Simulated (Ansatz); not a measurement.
H3NOZn (`[NH2][Zn][OH]`). Charge 0, multiplicity 1. The geometry is a stationary point of PBE0-D4/def2-TZVP. It is one conformer, not always the lowest.

```xyz
6

N    -0.235   -1.253    0.671
Zn   -0.006    0.422    0.026
O     0.143    2.139   -0.384
H     0.599   -1.820    0.740
H    -0.949   -1.809    0.222
H     0.447    2.321   -1.274
```

Problem. What is the dipole moment at ωB97M-V/def2-TZVPP? (Estimate.)

Solution. Computed: 2.53 D, with components (0.60, -1.68, -1.80) D in this frame, pointing from negative to positive charge.

Problem. And with PBE, r2SCAN, B3LYP? (An estimate is asked.)

Solution. Ansatz gave: PBE 2.34 D, r2SCAN 2.41 D, B3LYP 2.49 D.

Problem. Give the Mulliken charges with ωB97M-V, PBE, r2SCAN in def2-TZVPP. (Best estimate.)

Solution. Ansatz gave: 
| atom | ωB97M-V | PBE | r2SCAN |
| --- | --- | --- | --- |
| N1 | -0.40 | -0.39 | -0.46 |
| Zn2 | 0.51 | 0.35 | 0.47 |
| O3 | -0.49 | -0.44 | -0.51 |
| H4 | 0.11 | 0.14 | 0.15 |
| H5 | 0.11 | 0.14 | 0.15 |
| H6 | 0.17 | 0.19 | 0.20 |

B3LYP here is the variant with VWN-RPA as its local correlation; programs differ in this.
